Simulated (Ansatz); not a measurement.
Program: Ansatz. Geometries: PBE0-D4/def2-TZVP. ΔE: electronic, gas phase. CCSD(T)/CBS adds triple-zeta CCSD(T) − MP2 to the extrapolated MP2 energy (def2 sets, frozen cores). Functionals use def2-TZVPP. B3LYP here is the variant with VWN-RPA as its local correlation; programs differ in this. HSE06 is defined as in plane-wave codes. For Se outer-core shells are correlated without core-valence functions, which leaves a few kJ/mol of doubt a bond. Scalar relativity is left out up to krypton. One conformer a species, not always the lowest.

Reaction (ligand exchange at the Al–O bond): `[F][Al]([F])[O][SiH3]` + `C[SeH]` → `C[Se][Al]([F])[F]` + silanol

**Question.** Is it downhill or uphill in electronic energy at CCSD(T)/CBS, and by how much? (An estimate is asked.)

**Answer.** The calculation gave: Uphill: ΔE = +9.8 kcal/mol.

**Question.** What do these levels give: r2SCAN0-D4, revPBE, B3LYP, HSE06, CCSD(T)/def2-SVP, HF/def2-QZVPP? (Estimate.)

**Answer.** The calculation gave: r2SCAN0-D4 9.7, revPBE 6.9, B3LYP 11.2, HSE06 7.7, CCSD(T)/def2-SVP 12.8, HF/def2-QZVPP 14.9 kcal/mol.

Largest T1 diagnostic among the species: 0.012.

Leaving LDA and LC-ωPBE aside and taking each functional with its dispersion term where it has one, the values, not all of them listed here, spread over 5.6 kcal/mol, from PBE-D4 to CAM-B3LYP-D4. In def2-TZVPP, CCSD(T) changes the Hartree–Fock value by −3.2 kcal/mol (the triples alone add −0.9 kcal/mol) and MP2 by −3.6 kcal/mol. From PBE to PBE0 (25 % exact exchange), in def2-TZVPP and without D4, ΔE moves by +1.2 kcal/mol.
